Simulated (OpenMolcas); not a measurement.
**Ru3+: ligand-field states by method**

Ru3+ with 6 ligands (fluoride, chloride on the axis) in tetragonal octahedral coordination (D4h) at 1.96 Å, the axial distance 2.403 Å. A charge of +0.5 e stands 3.2 Å behind each ligand. Ligand basis ANO-RCC-VDZP.

```yaml
Program: OpenMolcas 26.06
Basis: ANO-RCC-VDZP [6s5p3d1f]
Scalar_Hamiltonian: DKH2, point nucleus
Active_space: 5 electrons in 5 orbitals (4d)
State_averaging: 2S+1 = 6 even, 1 root; 2S+1 = 4 even, 24 roots; 2S+1 = 2 even, 75 roots
Spin-orbit_coupling: state interaction with AMFI integrals over the reference wave functions
```

I. CASSCF
II. SS-CASPT2, IPEA 0.25 Eh, imaginary shift 0.1 Eh (closed shells correlated: 4s 4p and the ligand valence shells)
III. SS-CASPT2, IPEA 0.25 Eh, imaginary shift 0.2 Eh (closed shells correlated: 4s 4p and the ligand valence shells)

Spin-free states (labels of D4, the rotations of D4h) in cm-1, each column counted from its own energy of the first state listed:

```json
{"State": "2S+1 = 2", "Degeneracy": "1", "I": "0", "II": "0", "III": "0"}
{"State": "2E", "Degeneracy": "2", "I": "3654", "II": "4180", "III": "4180"}
{"State": "2S+1 = 6", "Degeneracy": "1", "I": "3986", "II": "14220", "III": "14220"}
{"State": "4E", "Degeneracy": "2", "I": "5321", "II": "8330", "III": "8330"}
{"State": "2S+1 = 4", "Degeneracy": "1", "I": "5594", "II": "9870", "III": "9870"}
{"State": "4E", "Degeneracy": "2", "I": "15387", "II": "19100", "III": "19100"}
{"State": "2S+1 = 2", "Degeneracy": "1", "I": "16468", "II": "17930", "III": "17940"}
{"State": "2E", "Degeneracy": "2", "I": "17017", "II": "17370", "III": "17370"}
{"State": "2S+1 = 2", "Degeneracy": "1", "I": "18610", "II": "19660", "III": "19660"}
{"State": "2S+1 = 2", "Degeneracy": "1", "I": "18869", "II": "20000", "III": "20000"}
{"State": "2E", "Degeneracy": "2", "I": "20281", "II": "19960", "III": "19960"}
{"State": "2S+1 = 2", "Degeneracy": "1", "I": "20521", "II": "19550", "III": "19560"}
{"State": "2S+1 = 4", "Degeneracy": "1", "I": "21558", "II": "25350", "III": "25360"}
{"State": "2S+1 = 4", "Degeneracy": "1", "I": "22600", "II": "26330", "III": "26340"}
{"State": "2S+1 = 2", "Degeneracy": "1", "I": "23926", "II": "25330", "III": "25330"}
{"State": "2S+1 = 4", "Degeneracy": "1", "I": "26734", "II": "31750", "III": "31760"}
{"State": "2E", "Degeneracy": "2", "I": "27329", "II": "27980", "III": "27990"}
{"State": "2S+1 = 4", "Degeneracy": "1", "I": "27393", "II": "32230", "III": "32230"}
{"State": "4E", "Degeneracy": "2", "I": "28936", "II": "33080", "III": "33090"}
{"State": "2S+1 = 2", "Degeneracy": "1", "I": "29255", "II": "27310", "III": "27340"}
```

From I to II, I's first state of the same spin (2E) moves from 3654 to 4180 cm-1, by about +520 cm-1.

From I to II, I's first state of another spin (2S+1 = 6) moves from 3986 to 14220 cm-1, by about +10000 cm-1. In II another state of that kind comes below it.

χT at 300 K: I 0.63, II 0.59, III 0.58 cm3 K/mol.

Over all roots computed the reference weight is 0.68 to 0.69 in II, 0.68 to 0.70 in III; a low but even weight reflects the number of correlated electrons. This shell can be high or low spin here, a state of another spin lies low, and with metal d orbitals alone active their balance is uncertain, so the ground spin may be wrong, although the usual error favours high spin. The least metal-like active orbital is 77 % on the metal (Löwdin) and no ligand orbital is active, so the numbers are rough. Ligand-to-metal charge-transfer states are missing. With no ligand orbital active B as a rule stays too high, so bands that hang on it stand too high and its fall with covalency is understated. Without dynamic correlation the repulsion within the d shell is too large (B by tens of per cent), so at a given field states of lower spin stand too high (holds for I). With metal d orbitals alone the field can be off either way by tens of per cent (holds for I). With one d shell and no ligand orbital active, 10Dq can be off by a tenth or more (holds for II; III). The distance lies 2 % under the 1.99 Å that this model takes as the normal distance (a Shannon-type radius plus a fixed donor radius); by an R⁻⁵ law this alone changes a d-shell field by about +8 %. No measured value stands beside these numbers; the geometry was imposed, not optimised, and the real ion may take another.

A state without a sure symmetry label is named by its multiplicity alone.
